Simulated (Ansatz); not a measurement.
Geometry optimisation, RKS PBE0-D4/def2-SVP (Ansatz 0.2.0).

Input file:

```yaml
crystal:
  periodic: [false, false, false]
  atoms:
    - { symbol: W, position_ang: [0.268191, -0.443884, 0.079468] }
    - { symbol: H, position_ang: [-0.044403, -0.255191, 1.753934] }
    - { symbol: H, position_ang: [1.748249, 0.114248, -0.542004] }
    - { symbol: H, position_ang: [0.118553, 0.880404, -0.906253] }
    - { symbol: H, position_ang: [-0.929617, 0.65739, 0.402896] }
    - { symbol: H, position_ang: [-0.201345, -1.962191, -0.553732] }
    - { symbol: H, position_ang: [-1.043022, -0.368837, -0.929107] }
    - { symbol: P, position_ang: [1.896703, 2.357694, 1.724317] }
    - { symbol: H, position_ang: [2.984238, 1.432205, 1.723932] }
    - { symbol: H, position_ang: [2.013942, 2.634318, 0.331019] }
    - { symbol: H, position_ang: [0.895612, 1.343644, 1.57453] }
basis:
  gaussian: { orbitals: def2-SVP }
hamiltonian:
  xc: pbe0
  dispersion: d4
relax:
  f_tol: 0.03
  max_steps: 50
output:
  orbitals: {}
```

Command:

```bash
$ ansatz run input.yaml --threads 2 --pin off --max-ram 3072MiB --backend cpu --events-out ev --progress --plain --runs-dir out
```

Where does it end, and by what steps?

The forces met the threshold. After 12 steps the energy has fallen by 0.059 eV; H11 moved furthest, 0.78 Å.

| step | energy less start (eV) | largest force component (eV/Å) | accepted |
| --- | --- | --- | --- |
| 0 | 0.0000 | 0.258 | yes |
| 1 | -0.0100 | 0.314 | yes |
| 2 | -0.0225 | 0.052 | yes |
| 3 | -0.0236 | 0.037 | yes |
| 4 | -0.0248 | 0.038 | yes |
| 5 | -0.0306 | 0.091 | yes |
| 6 | -0.0291 | 0.357 | no |
| 7 | -0.0373 | 0.073 | yes |
| 8 | -0.0424 | 0.126 | yes |
| 9 | -0.0450 | 0.286 | yes |
| 10 | -0.0510 | 0.218 | yes |
| 11 | -0.0576 | 0.047 | yes |
| 12 | -0.0587 | 0.019 | yes |

```xyz
11
Properties=species:S:1:pos:R:3
W 0.387 -0.330 0.118
H 0.246 -0.262 1.813
H 1.678 0.411 -0.698
H -0.073 0.963 -0.818
H -0.908 0.577 0.632
H 0.079 -1.911 -0.478
H -1.037 -0.443 -0.724
P 1.798 2.215 1.625
H 2.433 0.948 1.808
H 2.502 2.511 0.422
H 0.602 1.713 0.959
```

Whether the end is a true minimum wasn't checked by a vibrational analysis.

Time of the run: 35 s on 2 threads of Arm Neoverse V1 (shared host), peak memory 0.18 GiB.
